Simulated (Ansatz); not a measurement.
Reactions of `C[N](C)[Ge]([F])([F])[F]`.

Isolated molecules relaxed with PBE0-D4/def2-TZVP in Ansatz; ΔE leaves out vibrations. CCSD(T)/CBS is the MP2 limit (def2-TZVPP, def2-QZVPP) plus CCSD(T) − MP2 in def2-TZVPP, frozen cores. This one scheme is used for every species. Functionals use def2-TZVPP. For Br, Ge outer-core shells are correlated without core-valence functions, which leaves a few kJ/mol of doubt a bond. Scalar relativity is left out up to krypton. Each species was taken in one conformer, which may not be the lowest.

```csv
reaction,PBE0-D4 (kcal/mol),ωB97X-V (kcal/mol),CCSD(T)/CBS(def2) (kcal/mol)
`C[N](C)[Ge]([F])([F])[F]` + `C#C` → `C#[C][Ge]([F])([F])[F]` + `CNC`,2.5,3.4,3.7
`C[N](C)[Ge]([F])([F])[F]` + H₂S → `[F][Ge]([F])([F])[SH]` + `CNC`,-6.2,-4.4,-3.5
`C[N](C)[Ge]([F])([F])[F]` + GeH₄ → `[F][Ge]([F])([F])[GeH3]` + `CNC`,-5.4,-3.1,-2.7
`C[N](C)[Ge]([F])([F])[F]` + `O[CH2][GeH3]` → `[F][Ge]([F])([F])[GeH3]` + `CN(C)CO`,-7.5,-5.6,-4.0
`C[N](C)[Ge]([F])([F])[F]` + `C=CC(C)(C)C` → `C[C](C)(C)[Ge]([F])([F])[F]` + `C=CN(C)C`,-0.4,2.0,2.9
`C[N](C)[Ge]([F])([F])[F]` + `C#[C][AlH2]` → `C#[C][Ge]([F])([F])[F]` + `C[N](C)[AlH2]`,-5.1,-4.4,-4.5
`C[N](C)[Ge]([F])([F])[F]` + `Cc1ccccc1` → `[F][Ge]([F])([F])[c]1ccccc1` + `CN(C)C`,10.1,10.5,10.5
`C[N](C)[Ge]([F])([F])[F]` + `[AlH2][Br]` → `[F][Ge]([F])([F])[Br]` + `C[N](C)[AlH2]`,6.7,7.7,8.8
```

Largest T1 diagnostic: 0.013, for `C#C`.
